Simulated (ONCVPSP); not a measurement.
silicon (Si), ONCV: configuration errors across variants

| Item | Value |
| --- | --- |
| Element | Si |
| Generator | ONCVPSP 4.0.1 |
| Type | optimised norm-conserving Vanderbilt (ONCV) |
| Functional | PBE |
| Relativity | scalar-relativistic |
| Frozen core | [Ne] |
| Valence charge | 4 |
| Reference configuration | 3s2 3p2 |
| Partial waves | 3s: rc 1.75 bohr, ncon 3, nbas 8, qcut 4.2 1/bohr, 1 projector; 3p: rc 2.05 bohr, ncon 5, nbas 9, qcut 3.2 1/bohr, 3 projectors, debl 3.5 Ha; d scattering state at 0.02 Ha: rc 1.80 bohr, ncon 4, nbas 7, qcut 5.3 1/bohr, 3 projectors, debl 0.3 Ha |
| Local potential | polynomial inside 1.55 bohr (lpopt 1, dvloc0 0 Ha) |
| Core correction | Teter function, fcfact 4.75, rcfact 1.3 |

All-electron excitation energies from the reference (eV): (1) 3s2 3p1 7.740; (2) 3s2 3p0 23.733; (3) 3s1 3p0 57.704; (4) 3s1 3p2 15.171.

A true bound ghost makes a file unfit for plane-wave use even where its test errors are small: the radial tests pick states by their node count and pass the ghost by.

Errors AE − PS in meV (a dash: test not solved or not reliable):

```tsv
change	(1)	(2)	(3)	(4)	bound ghosts	GHOST(+) flags above zero
base	+1.9	+20	+93	+1.8	d	d
d: debl 0.2	+1.9	+20	+93	+1.8	d	d
d: debl 0.45	+1.9	+20	+93	+1.8	none	d
d: debl 0.55	+1.9	+20	+93	+1.8	none	d
d: debl 0.95	+1.9	+20	+93	+1.8	none	d
d: debl 1.3	+1.9	+20	+93	+1.8	none	d
d: debl 1.95	+1.9	+20	+93	+1.8	none	none
d: debl 3.3	+1.9	+20	+93	+1.8	none	none
d: debl 4.7	+1.9	+20	+93	+1.8	none	none
```

Question: Give the same row for: d: debl 0.25.

Answer: +1.9, +20, +93, +1.8; bound ghosts: d; GHOST(+) flags above zero: d.
